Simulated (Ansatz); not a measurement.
GaAs₂, relaxed as a doublet with UKS r2SCAN-D4/def2-TZVP in Ansatz, starting from the GFN2-xTB geometry. Force threshold 0.02 eV/Å.

The relaxation made no stability test and no search for a lower SCF solution. The structure comes from a short search, and lower isomers may exist.

Start:

```xyz
3

Ga    0.095    1.567    0.688
As   -0.841   -0.441   -1.010
As    0.746   -1.126    0.322
```

```json
{"step": "1", "energy (eV)": "-174060.4011", "largest force component (eV/Å)": "0.357", "SCF passes": "19"}
{"step": "2", "energy (eV)": "-174060.4151", "largest force component (eV/Å)": "0.085", "SCF passes": "26"}
{"step": "3", "energy (eV)": "-174060.4159", "largest force component (eV/Å)": "0.012", "SCF passes": "26"}
```

Force components are those of the run's own axes.

End:

```xyz
3

Ga    0.0929    1.5189    0.6676
As   -0.8401   -0.4176   -1.0002
As    0.7472   -1.1013    0.3326
```

By distances, no bond broke or formed. The bond that changes most is Ga1–As3, from 2.79 to 2.72 Å (atoms count from 1).

No frequencies were taken in this run, so the end may be a saddle point.

It took 14 s on 4 threads of Arm Neoverse V1 on a shared host.
